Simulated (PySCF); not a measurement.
C6H10OSi.
Geometry (GFN2-xTB, Å), atoms numbered from 1 in this order:
```xyz
18
C6H10OSi angstrom
C      0.2024    0.6374   -0.0120
C      1.4443    0.2152    0.0227
C      2.8748    0.4921   -0.1215
C      2.3744   -0.9002    0.2143
C     -0.9780   -0.2334    0.2066
C     -2.1347    0.4042    0.9879
O     -3.1903    0.3198    0.0224
Si    -2.2978   -0.3570   -1.1933
H     -0.0087    1.6767   -0.2357
H      3.2743    0.6702   -1.1105
H      3.3774    1.0572    0.6515
H      2.4343   -1.6657   -0.5472
H      2.5413   -1.2757    1.2146
H     -0.6685   -1.1881    0.6296
H     -1.9654    1.4517    1.2437
H     -2.4261   -0.1425    1.8856
H     -2.7480   -1.6965   -1.5446
H     -2.1143    0.5412   -2.3257
```

NICS is the negative of the GIAO shielding at a point without a nucleus: at the ring centre (0) and 1 Å above and below it (1); zz is the component along the ring normal. Level: GIAO PBE0/pcSseg-1 (PySCF, non-relativistic, gas phase) on the GFN2-xTB geometry, one conformer.

Ring bond lengths (Å), with Mayer bond orders in brackets: C2–C3 1.464 (0.97), C3–C4 1.517 (0.99), C4–C2 1.465 (0.97); C5–C6 1.535 (0.97), C6–O7 1.433 (0.89), O7–Si8 1.653 (1.02), Si8–C5 1.928 (0.88).

What do the NICS probes read (ppm)?

| ring | type | NICS(0) | NICS(1), two faces | NICS(1)zz, two faces | rms pucker (Å) | centre to ring atoms, mean (Å) |
| --- | --- | --- | --- | --- | --- | --- |
| C2–C3–C4 | 3-membered carbocycle; formal bonds all single | -32.1 | -7.9 / -7.6 | -19.5 / -18.9 | 0.00 | 0.86 |
| C5–C6–O7–Si8 | 4-membered ring with O and Si; formal bonds all single | -0.6 | 1.2 / 0.2 | 4.2 / 2.8 | 0.01 | 1.15 |

What can be read from them?

- C2–C3–C4: mean NICS(1)zz -19.2 ppm, shielded. C3, C4 have four or more neighbours, so the value isn't read as a sign of a π ring current. NICS(0) lies 24 ppm below the mean NICS(1).
- C5–C6–O7–Si8: mean NICS(1)zz 3.5 ppm, deshielded. C5, C6, Si8 have four or more neighbours; no verdict on aromaticity is drawn.

At the first NICS(1) probe listed for ring C5–C6–O7–Si8, 1 Å off the ring, what do the in-plane components average?

The isotropic value is a third of the trace: (3 × 1.2 − (4.2))/2 = -0.3 ppm.

List the ring angles and the Hirshfeld charges of the ring atoms.

- C2–C3–C4: C2 62.4° (-0.020 e), C3 58.8° (-0.090 e), C4 58.8° (-0.090 e); sum 180.0° against 180° for a flat convex ring.
- C5–C6–O7–Si8: C5 83.1° (-0.119 e), C6 100.8° (+0.004 e), O7 97.0° (-0.268 e), Si8 79.0° (+0.425 e); sum 360.0° against 360° for a flat convex ring.

What are the shieldings of the ring atoms and their hydrogens in the same run (means over atoms taken as equivalent)?

```
atoms                      environment  σ isotropic (ppm)  principal values of the symmetric part, first atom (ppm)
   C2  fully substituted alkene carbon               62.6                                        -17.6, 16.5, 188.9
   C3                   allylic carbon              181.7                                       158.2, 170.0, 216.8
   C4                   allylic carbon              182.7                                       157.1, 170.2, 220.7
   C5      sp3 carbon bound to silicon              143.9                                       110.9, 154.1, 166.7
   C6       sp3 carbon bound to oxygen              107.6                                         76.0, 91.5, 155.2
   O7               silyl ether oxygen              299.3                                       262.7, 269.1, 366.1
  Si8             oxygen-bound silicon              330.7                                       285.4, 299.3, 407.4
  H10               methylene hydrogen              30.67                                          25.7, 26.8, 39.5
  H11               methylene hydrogen              30.60                                          25.7, 26.7, 39.4
  H12               methylene hydrogen              30.84                                          26.5, 26.6, 39.4
  H13               methylene hydrogen              30.72                                          26.2, 26.5, 39.4
  H14                 methine hydrogen              28.02                                          23.7, 29.1, 31.2
  H15               methylene hydrogen              26.89                                          23.4, 26.9, 30.4
  H16               methylene hydrogen              26.54                                          22.9, 26.4, 30.3
```

The list is cut; further classes of hydrogen are left out.

Time: 61 s of wall time; peak memory 0.85 GiB. Hardware: an Arm Neoverse N1 with one thread, shared host with 64 logical CPUs at a one-minute load of 60. This is the whole shielding run at PBE0/pcSseg-1, SCF included.
